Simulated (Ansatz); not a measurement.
Ansatz (a first-principles code) input (X2C-CCSD(T)/cc-pVTZ-DK):

Ansatz 0.2 input:
```yaml
crystal:
  periodic: [false, false, false]
  atoms:
    - {symbol: C, position_ang: [1.89810304, -0.00695638, -0.13375735]}
    - {symbol: C, position_ang: [0.71704237, -0.18849680, 0.06093693]}
    - {symbol: C, position_ang: [-0.77587317, -0.34474074, 0.26312233]}
    - {symbol: O, position_ang: [-1.51511058, 0.61783038, -0.26041654]}
    - {symbol: H, position_ang: [2.92521377, 0.18217212, -0.32181517]}
    - {symbol: H, position_ang: [-0.86507089, -0.48866269, 1.38731378]}
    - {symbol: H, position_ang: [-0.97489164, -1.39498896, -0.12397777]}
basis:
  gaussian:
    orbitals: cc-pVTZ-DK
total_charge: -1
magnetization: {spin_polarized: false}
correlation: {method: ccsd_t, electrons: outside_noble_gas}
```

End of the output:

```
integrals: 0.44 GiB planned
943 factors; integrals over basis functions are off by at most 8.8e-4 eV
mean field: 0.50 GiB planned
mean field evaluation 1: about -5174.5467 eV, gradient 3.2e1 eV
mean field evaluation 2: about -5174.5517 eV, gradient 3.2e1 eV
mean field evaluation 4: about -5177.0676 eV, gradient 4.5e0 eV
mean field evaluation 8: about -5177.1252 eV, gradient 9.9e-2 eV
mean field evaluation 16: about -5177.1163 eV, gradient 1.1e0 eV
mean field -5177.12524511 eV, -190.2558435764 hartree, gradient 2.5e-6 eV, S^2 0.000000; 0 other end points of the search recorded, 0 dependent functions left out
4 core orbitals not correlated
reference -5177.12524511 eV, -190.2558435764 hartree; 11, 11 occupied and 147, 147 virtual orbitals, 943 factors
second order -19.70039459 eV of doubles, -0.00000000 eV of singles
coupled cluster: 0.92 GiB planned
cycle   1  -19.39625575 eV  change    3.0e-1 eV  update   1.1e-1
cycle   2  -19.92432515 eV  change   -5.3e-1 eV  update   3.8e-2
cycle   3  -20.06563572 eV  change   -1.4e-1 eV  update   2.0e-2
cycle   4  -20.06665655 eV  change   -1.0e-3 eV  update   6.5e-3
cycle   5  -20.06429038 eV  change    2.4e-3 eV  update   3.4e-3
cycle   6  -20.06634243 eV  change   -2.1e-3 eV  update   1.4e-3
cycle   7  -20.06663978 eV  change   -3.0e-4 eV  update   6.5e-4
cycle   8  -20.06643617 eV  change    2.0e-4 eV  update   3.3e-4
cycle   9  -20.06634210 eV  change    9.4e-5 eV  update   1.6e-4
cycle  10  -20.06646411 eV  change   -1.2e-4 eV  update   7.0e-5
cycle  11  -20.06636396 eV  change    1.0e-4 eV  update   3.2e-5
cycle  12  -20.06635920 eV  change    4.8e-6 eV  update   1.1e-5
perturbative correction -0.96294928 eV, -0.0353877334 hartree
Total energy: -5198.15455359 eV, -191.0286564089 hartree
Relativity: scalar
```

It need not be the lowest isomer of its formula. Whether it binds its extra electron was not tested at this geometry.
